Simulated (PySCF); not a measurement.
Cost of one run: excited-state job, C5H9AlFN.

Method: TDDFT CAM-B3LYP/def2-SVPD, vertical, gas phase, core orbitals frozen in the response (PySCF 2.14.0, density-fitted response routines). Geometry: GFN2-xTB. Work: 8 singlets by full TDDFT, 3 Tamm–Dancoff triplets, polarisability, density fitting. The input is one job of a driver script: a line of settings, then coordinates in Å.

Command:
```bash
OMP_NUM_THREADS=1 python probes_run.py task.json out
```

Input:
```
{"job": {"kind": "uv", "xc": "CAM-B3LYP", "basis": "def2-SVPD", "nstates": 8, "ntriplets": 3}, "charge": 0, "multiplicity": 1}
C     -2.306891     0.762718     1.374790
C     -1.974816     0.070228     0.290210
N     -0.712039    -0.187579    -0.212289
Al    -0.424008    -1.173884    -1.741550
C      0.406226     0.362289     0.531548
C      1.676842    -0.018348    -0.156579
C      2.926902     0.246962     0.152084
F      1.424163    -0.774873    -1.298141
H     -1.588038     1.230787     2.023589
H     -3.339138     0.882930     1.647021
H     -2.745034    -0.380894    -0.330062
H     -0.443648    -2.714167    -1.619711
H     -0.579672    -0.455899    -3.100761
H      0.423681    -0.021272     1.563118
H      0.341796     1.459481     0.592010
H      3.744897    -0.102774    -0.451231
H      3.161779     0.826327     1.024968
```

Hardware: Arm Neoverse N1, one thread (shared host). PySCF's memory limit was set to 1040 MB.

Q: How large is the basis?

A: 239 functions for 68 electrons, with 877 fitting functions; the fitted three-index integrals, 877 × 239 × 240/2 numbers of 8 bytes, come to 190 MiB.

Question: Which is nearest to the wall time?
A. 1.8 min
B. 14 s
C. 15 min

Answer: A. The run took 1.8 min. The SCF took 13 cycles.

Q: Estimate the peak memory.

A: About 1.0 GiB. Peak memory is the resident size of the whole Python process, interpreter and libraries included.

Q: At this speed, how long would 100 such jobs take on 96 cores, one job a core?

A: 100/96 gives 2 rounds of 1.8 min, about 3.6 min of wall time and 3 core-hours, if the jobs don't slow each other.

The host was shared with other jobs, so the times are rough.
